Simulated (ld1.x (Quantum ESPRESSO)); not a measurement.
## Ag (Z = 47): TM pseudisation with LDA (PZ), scalar-relativistic reference atom.

```json
{"Element": "Ag (Z = 47)", "Generator": "ld1.x (Quantum ESPRESSO) 7.5", "Type": "norm-conserving Troullier–Martins (Kleinman–Bylander form)", "Functional": "LDA (PZ)", "Relativity": "scalar-relativistic", "Frozen core": "[Kr]", "Valence charge": "11", "Reference configuration": "4d10 5s1 5p0", "Partial waves": "5s (bound): rc 1.75 bohr; 5p (bound, empty): rc 2.45 bohr; 4d (bound): rc 1.50 bohr", "Local potential": "all-electron potential smoothed inside 1.55 bohr (lloc = -1)", "Core correction": "Bessel-smoothed model core inside 1.15 bohr"}
```

All-electron outer shells of the reference configuration (LDA (PZ), scalar-relativistic, ld1.x):

```json
{"shell": "4s", "level (eV)": "-95.08", "outermost node (bohr)": "0.44", "outermost maximum (bohr)": "0.82"}
{"shell": "4p", "level (eV)": "-58.67", "outermost node (bohr)": "0.44", "outermost maximum (bohr)": "0.87"}
{"shell": "4d", "level (eV)": "-7.66", "outermost node (bohr)": "0.43", "outermost maximum (bohr)": "1.04"}
{"shell": "5s", "level (eV)": "-4.72", "outermost node (bohr)": "1.11", "outermost maximum (bohr)": "2.49"}
{"shell": "5p", "level (eV)": "-0.85", "outermost node (bohr)": "1.25", "outermost maximum (bohr)": "3.67"}
```

Results:

| Property | Result |
| --- | --- |
| Cutoffs needed | 70 Ry and 110 Ry (the cutoffs (Ry, on a coarse ladder) from which the occupation-weighted sum of valence levels, in a spherical-Bessel basis at the reference potential, stays within 10 and 1 mRy of its value at 400 Ry) |
| Ghost test | ghost state, extra bound levels that the all-electron valence spectrum of the same l lacks: s at -51.8 eV; a true bound ghost makes a file unfit for plane-wave use (spherical-Bessel basis up to 400 Ry, 20 bohr box) |
| Largest excitation error | -301 meV (all-electron minus pseudo) for 4d8 5s0 5p0, out of 7 test configurations |

Generation and tests took about 1.7 s on one core of a shared server CPU.
